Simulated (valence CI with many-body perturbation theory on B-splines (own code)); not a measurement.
## Sensitivity of CI+MBPT for Er53+

Computed by relativistic CI+MBPT: five valence electrons over a frozen Dirac-Fock core [Ne], a basis of 6 s, 6 p, 5 d, 3 f, 1 g functions for each j, with the one-electron correlation potential Σ1 (screened to all orders), the two-electron term Σ2, the three-electron term Σ3, Breit, model QED; selected single and double excitations, second order for the rest, scaled by the run's own slope (own B-spline code, finite nucleus).

The last digits are not significant, and no measured levels were compared; by estimate large intervals hold to a few tenths of a per cent, small ones and those within an open d or f shell to about a per cent. Among the levels kept, up to 680 cm⁻¹ of a level comes from second order outside the variational space, and about a tenth of that is noise between levels of different J, which matters for small intervals.

The reference run has the lowest level (3s^2 3p1/2^2 3p3/2) J=3/2 and an ionisation energy of 4980.21 eV. Its largest variational space holds 9999 state functions.

Levels are named by their leading jj configuration (3d3/2^4 stands for four electrons in 3d with j = 3/2), which in mixed levels can hold well under half, so a name can repeat and another be missing. Letters in brackets count levels of one name in rising energy.

Changed runs:
A. Davidson tolerance 2e-05 → 0.001
B. Breit term on → off; three-electron term on → off
C. size limit of the variational space 10000 → 3000; selection threshold (hartree) 2e-08 → 2e-07
D. start configuration 3s2 3p3 → 3s5 (bad on purpose)

Excitation energies of the reference run in cm⁻¹, and shifts in cm⁻¹:

| Level | Reference | A | B | C |
| --- | --- | --- | --- | --- |
| (3s^2 3p1/2^2 3d3/2) J=3/2 | 1660570 | 0 | +6602 | -12 |
| (3s^2 3p1/2 3p3/2^2) J=3/2 | 1813440 | 0 | +23252 | -5.0 |
| (3s^2 3p1/2 3p3/2^2) J=5/2 | 1900500 | 0 | +27223 | -0.6 |
| (3s^2 3p1/2 3p3/2^2) J=1/2 | 2011140 | 0 | +22821 | +6.7 |
| (3s^2 3p1/2^2 3d5/2) J=5/2 | 2189500 | 0 | +21000 | -16 |
| (3s 3p1/2^2 3p3/2^2) J=5/2 | 3045680 | 0 | +4661 | -15 |
| (3s 3p1/2^2 3p3/2^2) J=3/2 | 3265150 | 0 | +8265 | -27 |
| (3s 3p1/2^2 3p3/2^2) J=1/2 | 3272230 | 0 | +2746 | -8.0 |
| (3s^2 3p1/2 3p3/2 3d3/2) J=5/2 [a] | 3458230 | 0 | +33569 | -20 |
| (3s^2 3p1/2 3p3/2 3d3/2) J=3/2 [a] | 3479980 | 0 | +30104 | -19 |
| (3s^2 3p1/2 3p3/2 3d3/2) J=1/2 [a] | 3480300 | 0 | +28854 | -6.6 |
| (3s^2 3p1/2 3p3/2 3d3/2) J=7/2 | 3547600 | 0 | +38032 | -16 |
| Ionisation energy (eV) | 4980.21 | 0 | +4.35 | +0.0012 |

No effect on these energies: A.

Run D: It gave no result: a shell was given more electrons than it holds. The program said: "a valence shell holds more than 4l+2 electrons".
